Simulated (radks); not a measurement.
Question: Neutral ytterbium: order these configurations by energy. All-electron calculation, scalar-relativistic Kohn-Sham, LDA (Slater exchange, Perdew-Wang correlation), spin-polarised, spherical densities, finite nucleus; Fermi nuclear charge, rms radius of each element as measured or else 0.836 A^(1/3) + 0.57 fm. Program: a radial shooting solver on a logarithmic mesh with Libxc functionals. Open shells are filled with parallel spins first. [Xe] 4f13 5d1 6s2; [Xe] 4f13 6s2 6p1; [Xe] 4f14 5d1 6s1; [Xe] 4f14 6s1 6p1; [Xe] 4f14 6s2.

Answer: From the lowest, in eV above it: [Xe] 4f14 6s2 0.000; [Xe] 4f14 6s1 6p1 2.585; [Xe] 4f14 5d1 6s1 2.830; [Xe] 4f13 5d1 6s2 4.738; [Xe] 4f13 6s2 6p1 5.996.
